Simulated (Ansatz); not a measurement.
Gas-phase electronic energies from Ansatz, PBE0-D4/def2-TZVP geometries. CCSD(T)/CBS adds triple-zeta CCSD(T) − MP2 to the extrapolated MP2 energy (def2 sets, frozen cores). Functionals use def2-TZVPP. HSE06 is defined as in plane-wave codes. def2 core potentials past Kr. For Nb outer-core shells are correlated without core-valence functions, which leaves a few kJ/mol of doubt a bond. One conformer a species, not always the lowest.

Reaction (isomerisation): `[NH]=[Nb]([NH2])([OH])[F]` → `[NH2][Nb]([NH2])(=[O])[F]`

Q: Is it downhill or uphill in electronic energy at CCSD(T)/CBS, and by how much? (An estimate is asked.)

A: Computed: Downhill: ΔE = -0.55 eV.

Q: What do these levels give: ωB97X-V, revPBE, HSE06, RPA@PBE/def2-TZVPP, SCS-MP2/def2-TZVPP, SCS-MP2/def2-QZVPP? (Best estimate.)

A: Computed: ωB97X-V -0.64, revPBE -0.68, HSE06 -0.61, RPA@PBE/def2-TZVPP -0.63, SCS-MP2/def2-TZVPP -0.64, SCS-MP2/def2-QZVPP -0.62 eV.

Largest T1 diagnostic among the species: 0.022, so the coupled-cluster value is less sure than usual.

Leaving LDA and LC-ωPBE aside and taking each functional with its dispersion term where it has one, the values, not all of them listed here, spread over 0.11 eV, from revPBE-D4 to BHLYP-D4. LDA lies +0.07 eV from PBE without D4. From BLYP to BHLYP (50 % exact exchange), in def2-TZVPP and without D4, ΔE moves by +0.09 eV.
